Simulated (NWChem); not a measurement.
A series in which one site is exchanged, each optimised at PBE0/def2-SVP with NWChem, gas phase unless a solvent is named. All stand in one matching conformer (torsions within 35°), which need not be the lowest. For some, no frequency run checked for a minimum. def2 effective core potentials on Cd, Te; no spin-orbit coupling.

A: [CH3][Cd][OH] (CH4CdO; site = Cd)
B: [CH3][Zn][OH] (CH4OZn; site = Zn)
C: C[Te]O (CH4OTe; site = Te)

Task: Rank them by static polarisability, B3LYP/def2-SVPD (bohr³), lowest first.

Result: B (42.4), A (50.2), C (60.7)
